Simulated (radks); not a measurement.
Charge is removed step by step from the 6s1/2 level of neutral erbium, starting from [Xe] 4f12 6s2. All-electron calculation, Dirac Kohn-Sham, BLYP, spin-unpolarised, spherical densities, finite nucleus; open shells fill j = l - 1/2 first; Fermi nuclear charge, rms radius 5.2516 fm. Program: a radial shooting solver on a logarithmic mesh with Libxc functionals. At the starting occupation the eigenvalue is -3.718 eV. Estimate the energy to remove one whole electron from this level, the eigenvalue at the end, and how far E(n) bends from a straight line.

Answer. Delta-SCF 6.348 eV; final eigenvalue -9.113 eV; the deviation from the straight line is -0.675 eV at 0.5 electron removed, the largest on the grid computed. Slater's transition state (half an electron removed) gives 6.314 eV. Integrating minus the eigenvalue over the occupation (Janak's theorem) gives 6.348 eV. The mean slope of the eigenvalue, de/dn, is 5.39 eV per electron. Ionisation energy of Er in the NIST Atomic Spectra Database: 6.108 eV (measured).

Beside tabulated values, note that spin-unpolarised runs miss the spin-polarisation part of the exchange energy of open shells.
